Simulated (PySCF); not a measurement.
# Electron correlation in Mg³⁺ (magnesium, charge +3)

[He] 2s2 2p5, 2P determinant. All numbers are calculated (PySCF 2.14, the spin-free X2C one-electron Hamiltonian (Gaussian nucleus), in aug-cc-pVDZ-DK (5s4p2d, 27 functions)). Frozen: [He] 2s2; 5 electrons correlated.

Total MP2 correlation energy: -0.43 mhartree.

Same-spin part -0.10 and opposite-spin part -0.33 mhartree; SCS-MP2 scales them by 1/3 and 6/5 to -0.43 mhartree.

```
  level  correlation energy (mhartree)
   CCSD                          -0.45
    (T)                           0.00
CCSD(T)                          -0.45
```

Diagnostics: T1 = 0.00022, D1 = 0.0003, largest double amplitude 0.002.

Cost of the coupled-cluster step: 0.09 s of wall time on 1 thread of INTEL(R) XEON(R) PLATINUM 8581C CPU @ 2.30GHz (shared host), for 5 correlated electrons.

Iterations:

```
CC2 = 0
CCSD nocc = (np.int64(3), np.int64(2)), nmo = (25, 25)
frozen orbitals [[0, 1], [0, 1]]
max_cycle = 100
direct = 0
conv_tol = 1e-08
conv_tol_normt = 1e-06
diis_space = 8
diis_start_cycle = 0
Init t2, MP2 energy = -0.000432399348458223
Init E_corr(UCCSD) = -0.000432399348458535
cycle = 1  E_corr(UCCSD) = -0.000439674410291587  dE = -7.27506183e-06  norm(t1,t2) = 0.00128961
cycle = 2  E_corr(UCCSD) = -0.000447514478611749  dE = -7.84006832e-06  norm(t1,t2) = 0.000391857
cycle = 3  E_corr(UCCSD) = -0.000450784611938519  dE = -3.27013333e-06  norm(t1,t2) = 0.000136985
cycle = 4  E_corr(UCCSD) = -0.000450838109212933  dE = -5.34972744e-08  norm(t1,t2) = 7.39371e-06
cycle = 5  E_corr(UCCSD) = -0.000450826707930166  dE = 1.14012828e-08  norm(t1,t2) = 1.47302e-06
cycle = 6  E_corr(UCCSD) = -0.000450827388556119  dE = -6.80625953e-10  norm(t1,t2) = 1.51001e-07
UCCSD converged
E(UCCSD) = -196.1520890363737  E_corr = -0.0004508273885561186
UCCSD(T) correction = -1.66067930037069e-06
```
